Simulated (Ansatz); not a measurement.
# How basis sets differ on C2H4O2Si (SMILES C=C1O[SiH2]O1)

C2H4O2Si: 9 atoms, total charge 0, spin state singlet. SMILES: `C=C1O[SiH2]O1`. Geometry: relaxed at PBE0-D4/def2-TZVP.

Each level gives the dipole moment (D). The values are calculated.

```csv
level,kind,program,value (D),CPU time
HF/STO-3G,Hartree–Fock,Ansatz,2.76,1.6 s
HF/3-21G,Hartree–Fock,Ansatz,2.29,2.6 s
HF/6-31G* (spherical functions),Hartree–Fock,Ansatz,2.16,9.3 s
HF/6-31G** (spherical functions),Hartree–Fock,Ansatz,2.18,9.3 s
HF/def2-SVP,Hartree–Fock,Ansatz,2.16,8.1 s
```

The values span 2.16 to 2.76 D. Sets without polarisation functions give poor dipoles. Without the sets that lack polarisation functions the rows with a basis span only 2.16 to 2.18 D. Times are those of the runs behind each value, whatever else they computed, on shared processors of several kinds: orders of magnitude only.
